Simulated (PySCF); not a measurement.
Compound: C5H13NSi.
Cartesian coordinates in Å at the PBE0-D3(BJ)/def2-SVP level; atoms count from 1:
```xyz
20
C5H13NSi angstrom
C     -0.2923   -1.0428    1.0837
C     -0.6970    0.1103    0.1597
C     -1.0506   -0.4311   -1.2294
C     -1.8917    0.8645    0.7509
Si     0.7566    1.3228    0.0076
C      2.3337    0.5152   -0.6879
N      2.3368   -0.7010   -1.0663
H      0.5657   -1.5967    0.6743
H     -1.1336   -1.7499    1.1955
H     -0.0270   -0.6861    2.0925
H     -0.1965   -0.9605   -1.6774
H     -1.8929   -1.1420   -1.1537
H     -1.3603    0.3740   -1.9155
H     -2.2014    1.7103    0.1156
H     -1.6745    1.2591    1.7569
H     -2.7594    0.1872    0.8428
H      1.1144    1.9054    1.3429
H      0.4129    2.4681   -0.8986
H      3.2462    1.1487   -0.7497
H      3.2609   -0.9801   -1.4180
```

All values: CAM-B3LYP/def2-SVPD (PySCF, non-relativistic), on one gas-phase PBE0-D3(BJ)/def2-SVP geometry that isn't relaxed in the solvent. The solvent is an IEF-PCM continuum (Bondi radii, 1.10 Å for H, scaled by 1.2), and excitations are vertical TDDFT with non-equilibrium linear response and a frozen core. Only the electrostatic response of the medium enters.

Gas-phase singlets (H = HOMO, L = LUMO):

| state | E (eV) | λ (nm) | f | leading configurations |
| --- | --- | --- | --- | --- |
| S1 | 4.478 | 277 | 0.002 | H→L 88%, H-1→L 9% |
| S2 | 6.568 | 189 | 0.004 | H-1→L 87%, H→L 10% |
| S3 | 6.715 | 185 | 0.005 | H→L+1 68%, H→L+3 13% |
| S4 | 7.446 | 167 | 0.031 | H→L+2 63%, H→L+3 14% |
| S5 | 7.554 | 164 | 0.000 | H-6→L 81% |

Task: Give the list for benzene (ε = 2.271), n² = 2.25.

Result: 
| state | E (eV) | λ (nm) | f | leading configurations | change by rank (eV) |
| --- | --- | --- | --- | --- | --- |
| S1 | 4.468 | 277 | 0.003 | H→L 88%, H-1→L 9% | -0.010 |
| S2 | 6.576 | 189 | 0.006 | H-1→L 87%, H→L 10% | +0.008 |
| S3 | 6.764 | 183 | 0.005 | H→L+1 64%, H→L+3 15% | +0.049 |
| S4 | 7.451 | 166 | 0.063 | H→L+2 60%, H→L+3 10% | +0.005 |
| S5 | 7.549 | 164 | 0.001 | H-6→L 81% | -0.005 |

Task: How do the frontier levels move from gas to benzene?

Result: 
```tsv
orbital	gas (eV)	solvent (eV)	change (eV)	Löwdin shares, gas	Löwdin shares, solvent
LUMO+2	1.58	1.70	+0.12	C4 14 %, H19 12 %, Si5 12 %, C6 10 %	Si5 13 %, C4 13 %, H19 13 %, C6 12 %
LUMO+1	1.24	1.34	+0.10	Si5 22 %, C6 16 %, H20 9 %, H19 8 %	Si5 23 %, C6 14 %, H20 6 %, H17 6 %
LUMO	0.25	0.32	+0.07	C6 36 %, N7 36 %, Si5 11 %, H19 6 %	C6 36 %, N7 36 %, Si5 11 %, H19 6 %
HOMO	-8.61	-8.54	+0.07	N7 36 %, C6 18 %, Si5 10 %, C2 8 %	N7 36 %, C6 18 %, Si5 11 %, C2 8 %
HOMO-1	-9.35	-9.30	+0.05	C2 24 %, Si5 19 %, N7 11 %, C1 7 %	C2 24 %, Si5 19 %, N7 11 %, C1 7 %
HOMO-2	-10.40	-10.35	+0.05	Si5 22 %, N7 20 %, H17 14 %, H18 14 %	Si5 22 %, N7 21 %, C6 14 %, H17 14 %
HOMO-3	-10.72	-10.66	+0.06	C3 21 %, C2 20 %, C1 18 %, H10 8 %	C3 20 %, C2 20 %, C1 18 %, C4 8 %
```

The HOMO–LUMO gap goes from 8.85 to 8.86 eV.

Hardware: an Arm Neoverse V1 with one thread, no GPU, shared host with 64 logical CPUs at a one-minute load of 19. Cost: 58 s, 1.4 GiB resident at most. This is the whole response run at CAM-B3LYP/def2-SVPD in benzene, SCF included.
